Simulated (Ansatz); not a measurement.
Consider the isomerisation: `S[SiH]1[CH2][GeH2]1` → `C1[SiH2][GeH2][S]1`.

Isolated molecules relaxed with PBE0-D4/def2-TZVP in Ansatz; ΔE leaves out vibrations. CCSD(T)/CBS adds triple-zeta CCSD(T) − MP2 to the extrapolated MP2 energy (def2 sets, frozen cores). DFT in def2-TZVPP. For Ge outer-core shells are correlated without core-valence functions, which leaves a few kJ/mol of doubt a bond. Scalar relativity is left out up to krypton. Each species was taken in one conformer, which may not be the lowest.

`S[SiH]1[CH2][GeH2]1`:

Cartesian coordinates in Å:
```
S 0.011 0.954 -2.408
Si 0.677 0.520 -0.434
C -0.686 0.624 0.842
Ge -0.118 -1.304 0.714
H 0.928 0.182 -3.015
H 1.976 1.141 -0.074
H -0.468 1.126 1.782
H -1.696 0.831 0.496
H 0.559 -1.848 1.974
H -1.182 -2.228 0.123
```

`C1[SiH2][GeH2][S]1`:

Z-matrix (Å, degrees):
```
C
S 1 1.839
Si 1 1.893 2 101.1
H 1 1.091 2 109.4 3 -121.2
H 1 1.091 2 110.1 3 119.7
Ge 2 2.257 1 90.1 3 -21.2
H 3 1.490 1 116.4 2 144.8
H 3 1.486 1 110.9 2 -90.1
H 6 1.538 2 112.5 1 136.6
H 6 1.541 2 112.1 1 -100.6
```

CCSD(T)/CBS gives -46.4 kJ/mol.

(1) Another level gave -52.7 kJ/mol. Which?
A. HF/def2-TZVPP
B. r2SCAN/def2-TZVPP
C. ωB97X-V/def2-TZVPP
D. MP2/def2-TZVPP

Largest T1 diagnostic among the species: 0.012.

## Answers

(1) C. ωB97X-V -52.7, r2SCAN -40.5, MP2/def2-TZVPP -46.8, HF/def2-TZVPP -61.0 kJ/mol.

In def2-TZVPP, CCSD(T) changes the Hartree–Fock value by +13.4 kJ/mol (the triples alone add +1.1 kJ/mol) and MP2 by +14.2 kJ/mol. From PBE to PBE0 (25 % exact exchange), in def2-TZVPP and without D4, ΔE moves by −4.6 kJ/mol.
